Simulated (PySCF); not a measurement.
This PySCF input asks for the NMR shieldings of `FB(F)[BH2-][n+]1ccccc1`, C$_{5}$H$_{7}$B$_{2}$F$_{2}$N; the geometry comes from GFN2-xTB.

```python
import basis_set_exchange as bse
import numpy as np
from pyscf import gto, dft
from pyscf.prop import nmr

atoms = """
F     3.911008   -0.342707    0.712887
B     2.591484   -0.357261    0.557805
F     2.021530   -1.121014    1.503358
B     1.731425    0.439609   -0.662304
N     0.228363    0.240654   -0.367182
C    -0.470412    1.159078    0.304626
C    -1.788291    0.975008    0.668809
C    -2.429135   -0.205755    0.322980
C    -1.702445   -1.155651   -0.381784
C    -0.387831   -0.895706   -0.705290
H     1.969840   -0.062482   -1.717958
H     1.963934    1.607913   -0.680964
H     0.059843    2.064780    0.555238
H    -2.305644    1.748214    1.213898
H    -3.458755   -0.380063    0.591565
H    -2.151452   -2.089718   -0.678970
H     0.209541   -1.612869   -1.246623
"""
names = dict.fromkeys(["F", "B", "N", "C", "H"], "pcSseg-1")
basis = {el: gto.basis.parse(bse.get_basis(n, elements=[el], fmt="nwchem")) for el, n in names.items()}
mol = gto.M(atom=atoms, basis=basis, charge=0, verbose=0)
mf = dft.RKS(mol, xc="PBE0")
mf.grids.level = 2
mf.grids.alignment = dft.numint.BLKSIZE   # the property module wants whole blocks of grid points
mf.conv_tol = 1e-9
mf.kernel()

calc = nmr.RKS(mf)   # GIAO
C = mf.mo_coeff
Co = C[:, mf.mo_occ > 0]
resp = mf.gen_response(singlet=True, hermi=2)
def vind(x):   # induced exchange potential for any number of trial vectors
    d = np.einsum("pi,xij,qj->xpq", C, 2 * x.reshape(-1, C.shape[1], Co.shape[1]), Co, optimize=True)
    return np.einsum("xpq,pi,qj->xij", resp(d - d.transpose(0, 2, 1)), C, Co, optimize=True).ravel()
mo1, _ = nmr.rhf.solve_mo1(calc, with_cphf=vind)
sigma = calc.kernel(mo1)
for i, s in enumerate(sigma):   # ppm
    print("%2d %-2s %9.2f" % (i, mol.atom_pure_symbol(i), np.trace(s) / 3))
```

Q: What does it print?

A: 
```
 0 F     219.79
 1 B      62.99
 2 F     222.61
 3 B     125.03
 4 N     -18.26
 5 C      33.53
 6 C      55.54
 7 C      42.80
 8 C      55.59
 9 C      32.72
10 H      28.75
11 H      28.93
12 H      22.90
13 H      24.12
14 H      23.69
15 H      24.08
16 H      22.90
```

These numbers come from an equivalent density-fitted implementation of the same equations, which agrees with the script to about 0.01 ppm for H and up to a few tenths of a ppm for heavy atoms, so last digits may differ.

Size and cost of the density-fitted run: 205 basis functions, 63 s wall time on 1 thread of an Arm Neoverse N1, shared host; peak memory 0.91 GiB.
